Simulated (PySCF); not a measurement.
Cl$_{2}$Mg, triplet, at a GFN2-xTB geometry (such geometries of metal compounds can be far from the true shape) (a higher spin typed on purpose: for a closed-shell molecule this is an excited state); PySCF with M06L/aug-cc-pVDZ.

Input for PySCF:
```python
from pyscf import gto, scf, dft

mol = gto.Mole()
mol.atom = '''
    Mg    0.000000    0.000000    0.000000
    Cl    0.000000    0.000000    2.375158
    Cl   -0.000000   -0.000000   -2.375158
'''
mol.basis = 'aug-cc-pvdz'
mol.charge = 0
mol.spin = 2
mol.verbose = 3
mol.build()

mf = dft.UKS(mol)
mf.xc = 'm06l'
mf.kernel()
mf.analyze()
```

What the program printed (banner, timings and long lists left out):

```
SCF not converged.
SCF energy = -1120.45281942007 after 50 cycles  <S^2> = 2.0051637  2S+1 = 3.0034405
**** MO energy ****
                             alpha | beta                alpha | beta
MO #1   energy= -101.213728403435  | -101.209357278997  occ= 1 | 1
MO #2   energy= -101.213706092302  | -101.20933518352   occ= 1 | 1
MO #3   energy= -46.6009223711674  | -46.6002097809968  occ= 1 | 1
MO #4   energy= -9.43313466554599  | -9.43063305574412  occ= 1 | 1
MO #5   energy= -9.43311339904659  | -9.43061175742922  occ= 1 | 1
MO #6   energy= -7.14237932865516  | -7.13390754850481  occ= 1 | 1
MO #7   energy= -7.14235826445307  | -7.13388689785557  occ= 1 | 1
MO #8   energy= -7.13309059211732  | -7.12915172682286  occ= 1 | 1
MO #9   energy= -7.13307041136745  | -7.12913161787423  occ= 1 | 1
MO #10  energy= -7.13088616811579  | -7.12805284372313  occ= 1 | 1
MO #11  energy= -7.13086598389977  | -7.12803272936695  occ= 1 | 1
MO #12  energy= -3.11373724679753  | -3.11340391669005  occ= 1 | 1
MO #13  energy= -1.8144156501694   | -1.81288254576615  occ= 1 | 1
MO #14  energy= -1.81422359849001  | -1.81259709639332  occ= 1 | 1
MO #15  energy= -1.81300335990755  | -1.81233386878979  occ= 1 | 1
MO #16  energy= -0.800256147685061 | -0.768604057737851 occ= 1 | 1
MO #17  energy= -0.7990264745707   | -0.767518544041773 occ= 1 | 1
MO #18  energy= -0.365938794388461 | -0.343924772997481 occ= 1 | 1
MO #19  energy= -0.348990099289431 | -0.332789977058893 occ= 1 | 1
MO #20  energy= -0.346566282018237 | -0.307514797462719 occ= 1 | 1
MO #21  energy= -0.344843578986851 | -0.306068288314665 occ= 1 | 1
MO #22  energy= -0.323265704456544 | -0.302487074128572 occ= 1 | 1
MO #23  energy= -0.321223767836097 | -0.300900929226534 occ= 1 | 0
MO #24  energy= -0.131624359418337 | -0.123559748904019 occ= 1 | 0
MO #25  energy= -0.0545768433486755 | -0.0704061616586113 occ= 0 | 0
MO #26  energy= -0.0485080907915532 | -0.0696399113291904 occ= 0 | 0
MO #27  energy= -0.00568498660307437 | 0.0135220935434998 occ= 0 | 0
MO #28  energy= -0.00048747557640838 | 0.0145676475618348 occ= 0 | 0
MO #29  energy= 0.00221113089799263 | 0.0163019309203931 occ= 0 | 0
MO #30  energy= 0.00392992369392964 | 0.0364918288373761 occ= 0 | 0
MO #31  energy= 0.0530417012881141 | 0.038548681189974  occ= 0 | 0
MO #32  energy= 0.0661428750596598 | 0.0406200261185687 occ= 0 | 0

To work with the spin densities directly, `use mulliken_meta_spin()` only printing them here.

 ** Mulliken spin pop alpha/beta on meta-lowdin orthogonal AOs **
 ** Mulliken Spin Density (per atom)  **
spin density of  0 Mg =      0.84683
spin density of  1 Cl =      0.57996
spin density of  2 Cl =      0.57321
 ** Mulliken pop alpha/beta on meta-lowdin orthogonal AOs **
 ** Mulliken atomic charges   ( Nelec_alpha | Nelec_beta ) **
charge of  0Mg =      0.80522  (     6.02080      5.17398 )
charge of  1Cl =     -0.39923  (     8.98960      8.40963 )
charge of  2Cl =     -0.40599  (     8.98960      8.41639 )
Dipole moment(X, Y, Z, Debye):  0.00000,  0.00000,  0.07557
```

The run did not converge; its last values are not results.
